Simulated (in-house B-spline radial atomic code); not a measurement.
A fraction x of an electron is removed from 2p in N²⁺, starting from [He] 2s2 2p1 and keeping the highest spin. All numbers are computed (scalar-relativistic (X2C) LC-wPBE, spin-polarised, spherical fractional occupations; Fermi nucleus of rms radius 2.5582 fm) with a B-spline radial code for spherical atoms, not measured.

Caution: exact exchange at fractional occupations of open shells leaves self-interaction of up to several eV.

```csv
x,E(x) - E(0) (eV),2p up level (eV)
0,0.0000,-37.066
0.1,3.7772,-38.481
0.13,4.9381,-38.909
0.35,13.8470,-42.092
0.46,18.5661,-43.711
0.5,20.3264,-44.304
0.61,25.2901,-45.946
0.66,27.6061,-46.697
0.75,31.8700,-48.056
0.97,42.8111,-51.417
1,44.3605,-
```

The exact functional would give a straight line between the two integer points. Deviations E(x) - E(0) - x[E(1) - E(0)], in eV: -0.659 at x = 0.1, -0.829 at x = 0.13, -1.679 at x = 0.35, -1.84 at x = 0.46, -1.854 at x = 0.5, -1.77 at x = 0.61, -1.672 at x = 0.66, -1.4 at x = 0.75, -0.219 at x = 0.97.

The curve lies below the straight line by up to 1.854 eV (at x = 0.5): convex, the delocalisation error, to which spherically averaged exact exchange adds.

(1) How well does Slater's transition state (minus the level at half occupation) give the ionisation energy?

Answers

(1) It gives 44.304 eV against 44.361 eV from the two total energies; NIST lists 47.45 eV, ground level to ground level. The end point has an open shell averaged over its orbitals, so its exact exchange keeps a self-interaction and this is no true integer point.
